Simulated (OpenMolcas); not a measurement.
# Xe3+: CASPT2 settings compared

* Program: OpenMolcas
* Basis: ANO-R1 [6s5p3d1f]
* Scalar Hamiltonian: X2C, finite nucleus
* Active space: 3 electrons in 3 orbitals (5p)
* State averaging: 2S+1 = 4 odd, 1 root; 2S+1 = 2 odd, 8 roots kept (CI in the orbitals of an earlier block)
* Spin-orbit coupling: state interaction with AMFI integrals over the reference wave functions, term energies averaged over their components

Methods on the same reference wave functions:
A. CASSCF
B. SS-CASPT2, IPEA 0.75 Eh, sigma1 regulariser 0.5 Eh (closed shells correlated: 5s)
C. SS-CASPT2, IPEA 0.15 Eh, sigma2 regulariser 0.25 Eh (closed shells correlated: 5s)
D. XMS-CASPT2, IPEA 0 Eh, no level shift (closed shells correlated: 4d 5s)

Energies in eV above 5s2 5p3 4S* 3/2, the measured ground level; measured values from Saloman, J. Phys. Chem. Ref. Data 33, 765 (2004).

```
                 Level       A       B       C       D  Measured
       5s2 5p3 4S* 3/2  0.0000  0.0000  0.0000  0.0000    0.0000
       5s2 5p3 2D* 3/2  2.1289   1.924   1.961   1.992    1.6449
       5s2 5p3 2D* 5/2  2.6546   2.461   2.503   2.535    2.1711
       5s2 5p3 2P* 1/2  4.2173   3.857   3.888   3.932    3.4761
5s2 5p3 2P* 3/2 [75 %]  5.0534   4.743   4.775   4.814    4.4200
```

Deviations, from unrounded energies. A percentage is the sum of absolute deviations over the sum of measured energies, with the sign that they share, or ± where signs differ.

```json
{"Against measurement": "mean absolute deviation (cm-1)", "Levels": "4", "A": "4700", "B": "2600", "C": "2900", "D": "3100"}
{"Against measurement": "other terms of the ground configuration (%)", "Levels": "4", "A": "+20.0", "B": "+10.9", "C": "+12.1", "D": "+13.3"}
```

B lies closest to measurement on these levels and A furthest from it. The largest miss of B in the table is 5s2 5p3 2P* 1/2, by +3100 cm-1. The ranking rests on the paired levels alone, and a cruder setting can come out closer through cancelling errors.

Among B to D the level of the table that moves most is 5s2 5p3 2P* 1/2, by 610 cm-1 (lowest in B, highest in D). Moves below CASPT2's spread within the term are not significant.

From A to B the spin-free energies of the other terms of 5s2 5p3 shown, above 4S*, scale by a factor of 0.90.

The lowest spin-free term lies below A's lowest term by 0.040 hartree in B, 0.053 hartree in C, 0.415 hartree in D.

CASPT2 breaks the degeneracy within a term, and the mean is taken; among the terms shown or strongly mixed into the levels shown the widest spread is 300 cm-1 (5s2 5p3 2D*, B). Terms from blocks run as CI alone lack orbitals of their own. With the s shell closed, the reference lacks s² → p² mixing. The basis is small and was not contracted for so high a charge. Some terms miss by over 15 % even with CASPT2, which points to a basis or an active space too small for the shells correlated (holds for B; C; D). Computed and measured levels are paired by configuration, term and J; levels that our copy of the source lacks, or whose pairing is in doubt (as where it misses far off the trend of its configuration), stay unpaired and out of the deviations. Levels of configurations outside the active space are missing.

A share in square brackets marks a mixed level and gives the weight of the term that names it, the lowest over the columns. * marks odd parity.
